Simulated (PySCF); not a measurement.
# Vertical excitation energies

Compound: WOF4 (singlet state).
SMILES: `[O]=[W]([F])([F])([F])[F]`

Computed, not measured: TDDFT PBE0/def2-SVPD, vertical, gas phase, core orbitals frozen in the response, def2 core potentials past Kr (PySCF). Isolated species at its PBE0-D3(BJ)/def2-SVP geometry, gas phase. Spin–orbit coupling is left out.

**Question.** Predict the UV-vis stick spectrum at this level.

**Answer.** 

```
state  E (eV)  λ (nm)       f  |μ| (D)  symmetry  main configurations (H = HOMO, L = LUMO)
   S1    5.64   220.0  0.0017     0.28         –                            H-1/H→L (100%)
   S2    5.64   220.0  0.0017     0.29         –                            H-1/H→L (100%)
   S3    6.37   194.6  0.0000     0.00         –                               H-3→L (99%)
   S4    6.55   189.2  0.0000     0.00         –          H-2→L (78%), H-1/H→L+1/L+2 (21%)
   S5    6.73   184.3  0.0000     0.00         –                               H-4→L (95%)
   S6    6.82   181.9  0.0000     0.00         –                      H-1/H→L+1/L+2 (≥94%)
   S7    7.00   177.2  0.0090     0.58         E     H-7→L (51%), H-5→L (31%), H-6→L (16%)
   S8    7.00   177.1  0.0090     0.58         E     H-8→L (51%), H-6→L (31%), H-5→L (16%)
   S9    7.10   174.6  0.0000     0.00         –                       H-1/H→L+1/L+2 (98%)
```

Triplets, Tamm–Dancoff:

| state | E (eV) | λ (nm) | main configurations (H = HOMO, L = LUMO) |
| --- | --- | --- | --- |
| T1 | 5.48 | 226.1 | H-1/H→L (100%) |
| T2 | 5.48 | 226.1 | H-1/H→L (100%) |
| T3 | 5.70 | 217.7 | H-2→L (99%) |

The lowest singlet level (S1/S2) lies at 5.64 eV (220 nm, ultraviolet) and is very weak. The most intense listed level is S7/S8 at 7.00 eV (177 nm, f = 0.018 summed), 1.36 eV above S1. S1/S2 and S7/S8 lie within about 0.01 eV of each other in each set; the point group C4v has degenerate representations, and within a degenerate level the listed configurations can mix freely. For S1 the Löwdin share of tungsten is 9% in HOMO and 68% in LUMO (ligand-to-metal charge transfer by this measure). Of the 9 states listed, none reaches f = 0.01 and 5 stay under 0.0005. Weighted by f, the mean energy of these states is 6.78 eV. The listed states span 1.46 eV, and the widest gap between neighbours is 0.74 eV (S2 to S3). The vertical ionisation energy (ΔSCF) is 14.05 eV, 6.95 eV above S9. Symmetry labels in C4v follow from the direction of the transition dipole and are given only for states with f of 0.002 or more. Orbitals of the list HOMO-3 to LUMO+2 that lie within 0.01 eV of each other are written together with a slash and their weights summed (≥ marks a lower bound); for degenerate orbitals outside that list single weights are arbitrary. Singlets were solved by full linear response, triplets in the Tamm–Dancoff approximation. The highest level found (7.36 eV, f 0.029 so far) is left out, since the window may have cut off a degenerate partner.

The run took 46 s of wall time on an Arm Neoverse V2 with one thread, no GPU (shared host).
